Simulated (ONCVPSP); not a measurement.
# An all-electron radial function and its pseudo partner (chlorine)

Columns: radius, all-electron u(r) and pseudo u(r) of the 3p shell (level -8.60 eV) of chlorine in the configuration [Ne] 3s2 3p5; PBE, scalar-relativistic, ONCV scheme, ONCVPSP 4.0.1.

| r (bohr) | all-electron | pseudo |
| --- | --- | --- |
| 0.062 | -0.1015 | 0.0039 |
| 0.125 | -0.2470 | 0.0157 |
| 0.188 | -0.3373 | 0.0350 |
| 0.250 | -0.3595 | 0.0611 |
| 0.312 | -0.3268 | 0.0936 |
| 0.375 | -0.2546 | 0.1326 |
| 0.438 | -0.1584 | 0.1771 |
| 0.500 | -0.0519 | 0.2252 |
| 0.562 | 0.0577 | 0.2765 |
| 0.625 | 0.1665 | 0.3307 |
| 0.688 | 0.2687 | 0.3858 |
| 0.750 | 0.3607 | 0.4400 |
| 0.812 | 0.4429 | 0.4932 |
| 0.875 | 0.5164 | 0.5452 |
| 0.938 | 0.5796 | 0.5942 |
| 1.000 | 0.6320 | 0.6383 |
| 1.062 | 0.6751 | 0.6772 |
| 1.125 | 0.7100 | 0.7104 |
| 1.188 | 0.7365 | 0.7365 |
| 1.250 | 0.7554 | 0.7554 |
| 1.312 | 0.7679 | 0.7678 |
| 1.375 | 0.7747 | 0.7747 |
| 1.438 | 0.7764 | 0.7764 |
| 1.500 | 0.7739 | 0.7738 |
| 1.562 | 0.7676 | 0.7676 |
| 1.625 | 0.7582 | 0.7581 |

Task: How many radial nodes do the two functions have?

Result: The all-electron 3p function has n − l − 1 = 1; the pseudo-wave has 0, since the states of the same l below it are removed with the core.

Task: At about which radius was the pseudo-wave matched?

Result: 1.25 bohr. The columns agree to 0.0005 from 1.12 bohr on; several derivatives are matched, so the curves merge somewhat inside the radius.

Task: Is the pseudo-wave norm-conserving?

Result: Yes: the ONCV scheme keeps the norm inside the radius equal to the all-electron one, which fixes the energy derivative of the logarithmic derivative at the level.
